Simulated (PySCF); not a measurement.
# What a mistake does to a calculation on BCGeH7Si

Calculated results; nothing here was measured. The program is PySCF 2.14.0, an open-source quantum chemistry code, run on an isolated molecule that a program drew, which may never have been made. The molecule is BCGeH7Si (charge 0, singlet), drawn as the SMILES string `C=B[SiH2][GeH3]`.

Each row is a Hartree-Fock (HF) and frozen-core CCSD(T) single point in the cc-pV(D+d)Z basis, meant for a local HF minimum. Run 1 is clean. Each other run has one planted mistake out of seven kinds, and not every kind appears here: one electron removed, one electron added, multiplicity raised by two, geometry at a saddle point, minimal basis STO-3G, one bond length entered in bohr, all coordinates scaled. The reference is restricted for singlets and unrestricted otherwise, and also for a bond in bohr. Adding or removing an electron swaps singlet and doublet. Electrons count all cores. HOMO and LUMO are orbital energies over both spins, the gradient is its largest component, and the lowest frequency (negative if imaginary) is given only where the gradient is small. Bond lengths are over the 10 bonds as drawn. T1 is the CCSD diagnostic: over 0.02 (restricted) or 0.045 (unrestricted) a single reference is doubtful. Germanium has the cc-pVDZ-PP basis, with a core potential (ECP10MDF) in place of its 10 inner electrons, and its 3s, 3p and 3d shells are frozen in CCSD(T).

Geometry of the clean run:
```xyz
11
BCGeH7Si, angstrom
C    -0.5042   -2.9029   -1.5486
B    -1.0661   -2.2151   -0.4836
Si   -1.7881   -1.1890    1.0769
Ge    0.0516   -0.0498    2.1450
H     0.5582   -2.8540   -1.7691
H    -1.0939   -3.5241   -2.2159
H    -2.4307   -2.1015    2.0514
H    -2.7896   -0.1917    0.6323
H    -0.4703    0.7633    3.3343
H     1.0848   -1.0603    2.6532
H     0.7376    0.9019    1.1597
```

```
run  electrons  basis functions  <S^2>  HOMO (eV)  LUMO (eV)  gradient (hartree/bohr)  lowest frequency (cm^-1)  mean bond (Å)  longest bond (Å)      T1  HF (hartree)  CCSD(T) (hartree)                 mistake
  1         64              109  0.000      -8.89       1.60                  2.8e-05                        70         1.5534             2.413  0.0144    -648.87732         -649.36770                no fault
  2         64              109  0.000      -9.26       1.89                  6.0e-02                         -         1.4555             2.261  0.0137    -648.83151         -649.31495  all coordinates scaled
  3         65              109  0.851      -0.50       7.70                  5.1e-02                         -         1.5534             2.413  0.0242    -648.85580         -649.36210      one electron added
  4         63              109  0.756     -15.10      -6.12                  5.7e-02                         -         1.5534             2.413  0.0174    -648.60696         -649.05106                       ?
```

**Which mistake was planted in run 4, and what did it cost?**

It counts 63 electrons, one fewer than the clean run, at the same geometry and basis. So the mistake is: one electron removed. Subtracting run 1 and multiplying by 627.51 kcal/mol a hartree, the energy moved by 169.7 kcal/mol in HF and 198.7 kcal/mol in CCSD(T).

Cautions from the logs. Run 3: the added electron raises the CCSD(T) energy, so it isn't bound in this basis.
